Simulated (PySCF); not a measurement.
C3H3, SMILES [C]#CC, multiplicity 2. Atoms are numbered in the order given.

```xyz
6

C      0.0503    -1.5739     0.0000
C     -0.1062    -0.3138     0.0000
C      0.0170     1.1332     0.0000
H      1.0852     1.3816     0.0000
H     -0.4259     1.5726     0.8965
H     -0.4259     1.5726    -0.8965
```
Charge 0, spin multiplicity 2.

Coordinates come from a ωB97X-D3(BJ)/def2-TZVP optimisation. The isomer is the one that the SMILES or the coordinates give; other isomers of the formula were not compared.

Computed with B3LYP/pcH-1 in PySCF.

Unrestricted Kohn–Sham, ⟨S²⟩ = 0.765. Hyperfine tensors hold the contact and dipolar terms, without spin-orbit corrections.

### Question
Estimate the hyperfine couplings. (An estimate is asked for; the answer gives what the named calculation found.)

### Answer

| nucleus | A(iso) (MHz) | A(iso) (G) | dipolar principal values (MHz) |
|---|---|---|---|
| 13C no. 1 | 309.3 | 110.4 | -65.9, -44.6, 110.4 |
| 13C no. 2 | 58.8 | 21.0 | -46.7, -31.7, 78.3 |
| 13C no. 3 | -9.1 | -3.2 | -3.4, -1.5, 4.9 |
| 1H no. 4 | 79.8 | 28.5 | -4.7, -3.3, 8.0 |
| 1H no. 5 | 21.8 | 7.8 | -3.7, -1.6, 5.3 |
| 1H no. 6 | 21.8 | 7.8 | -3.7, -1.6, 5.3 |

### Question
And the g tensor (effective nuclear charges for spin-orbit coupling, GIAO)? (Estimate from the structure and the level; the computed values follow.)

### Answer
principal values 2.0019, 2.0037, 2.0155; isotropic 2.0070.
